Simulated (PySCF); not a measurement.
P³⁺ (phosphorus, charge +3) across methods

[Ne] 3s2, closed-shell 1S. All numbers are calculated (PySCF 2.14, the spin-free X2C one-electron Hamiltonian (Gaussian nucleus), in aug-cc-pCVTZ-DK with one added diffuse shell each of s, p, d, f type (9s8p6d4f, 91 functions)).

```csv
method,E (hartree),mean ε 2s (eV),mean ε 2p (eV),mean ε 3s (eV),Σ⟨r²⟩ (bohr²),⟨S²⟩
PBE,-339.7138,-212.34,-162.98,-45.604,8.800,0.000
PBE0,-339.7386,-220.66,-168.96,-46.952,8.812,0.000
UHF,-339.37742,-244.27,-185.61,-50.001,8.909,0.000
LDA,-338.5875,-211.50,-163.02,-45.743,8.789,0.000
M06-L,-339.8626,-217.76,-165.53,-45.703,8.732,0.000
r2SCAN,-339.8276,-216.82,-165.42,-45.806,8.848,0.000
TPSS,-339.8835,-214.03,-163.59,-45.682,8.817,0.000
LC-wPBE,-339.7510,-218.50,-168.91,-50.079,8.795,0.000
PW91,-339.8536,-212.46,-163.20,-45.695,8.794,0.000
```
